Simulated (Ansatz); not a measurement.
**Reading a saddle point**

A first-order saddle point of ZrH$_{3}$Cl$_{3}$O, closed shell, PBE0-D4/def2-TZVP, with one imaginary mode of 1153i cm⁻¹:

```json
{"atom": "Zr1", "x (Å)": "-0.3095", "y (Å)": "0.1879", "z (Å)": "-0.5731"}
{"atom": "O2", "x (Å)": "1.2189", "y (Å)": "-0.1504", "z (Å)": "0.8828"}
{"atom": "Cl3", "x (Å)": "0.3284", "y (Å)": "-1.7384", "z (Å)": "-1.7383"}
{"atom": "Cl4", "x (Å)": "-2.6308", "y (Å)": "0.1003", "z (Å)": "-0.8426"}
{"atom": "Cl5", "x (Å)": "0.3859", "y (Å)": "2.1557", "z (Å)": "-1.5838"}
{"atom": "H6", "x (Å)": "0.1742", "y (Å)": "0.0610", "z (Å)": "1.4417"}
{"atom": "H7", "x (Å)": "-0.8243", "y (Å)": "0.3723", "z (Å)": "1.3573"}
{"atom": "H8", "x (Å)": "1.6571", "y (Å)": "-0.9885", "z (Å)": "1.0562"}
```

Computed with Ansatz 0.2.0 (basis: def2-TZVPP and def2-QZVPP); correlated methods freeze the cores. Core potentials replace the inner electrons of the atoms past krypton. Extrapolation: Hartree–Fock as exp(−7.88 √X), correlation as X^−2.97.

**Question.** Which contacts change along the imaginary mode, and what lies on either side? (Judge from chemistry; the calculation decides.)

**Answer.** The calculation gives: The step is ZrHCl₃O ([OH][Zr]([Cl])([Cl])[Cl]) + H₂ → ZrHCl₃ ([Cl][ZrH]([Cl])[Cl]) + H₂O (still joined by a long Zr–O bond), with the molecules in contact on both sides. Shortening one way: Zr1–H7, O2–H6; lengthening the same way: Zr1–O2, H6–H7.
```csv
pair,one side (Å),saddle (Å),other side (Å)
Zr1–H7,3.55,2.01,1.84
O2–H6,3.39,1.20,0.96
Zr1–O2,1.88,2.14,2.33
H6–H7,0.75,1.05,2.33
```

**Question.** Which side is lower, and how far does the saddle lie above each? (To be estimated.)

**Answer.** The calculation gives: The side with Zr1–O2, H6–H7 short is lower by 23.10 kcal/mol; the saddle lies 35.87 kcal/mol above it and 12.76 kcal/mol above the other (CCSD(T) at an estimated basis limit (MP2 extrapolated from triple and quadruple zeta, plus CCSD(T) − MP2 in triple zeta); electronic energies).

No T1 diagnostic of these runs exceeds 0.017.

Labels in which every atom is bracketed show which atoms are joined, not bond orders.

For scale, one of the runs: CCSD(T)/def2-TZVPP, 255 basis functions, launched by `ansatz run in.yaml --threads 8 --pin off --events-out ev --progress --plain --max-ram 19148MiB`. Time: 3.3 min of wall clock on 8 CPU threads of an Arm Neoverse V1; the host was shared. Peak host memory: 6 GiB.
